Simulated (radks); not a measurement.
Values are calculated unless marked as measured or tabulated.
Question: These are the eigenvalues of the occupied orbitals of an atom or ion with whole-number occupations (hartree). Level of theory: scalar-relativistic Kohn-Sham, PBE, spin-polarised, spherical densities, finite nucleus; Fermi nuclear charge, rms radius of each element as measured or else 0.836 A^(1/3) + 0.57 fm (a radial shooting solver on a logarithmic mesh with Libxc functionals).

orbital  eigenvalue
1s up     -490.4420
1s down   -490.4391
2s up     -64.69539
2s down   -64.69384
2p up     -57.18062
2p down   -57.17789
3s up      -9.75078
3s down    -9.74687
3p up      -7.37684
3p down    -7.37242
3d up      -3.44967
3d down    -3.44402
4p up      -1.10421
4p down    -1.06605

Which element is it, and in what charge state? The configuration may be excited. Open shells, if any, are filled with parallel spins first.

Answer: Z = 35, bromine, charge +2: Br2+ in [Ar] 3d10 4p5. The list shows which subshells hold electrons but not how many an open one holds; the 1s level, -490.44 hartree, gives Z - s = 31.3 by -(Z - s)^2/2, which with screening and relativity narrows Z to a few neighbours, and the depths of the outer levels then fix element, charge and occupations together.
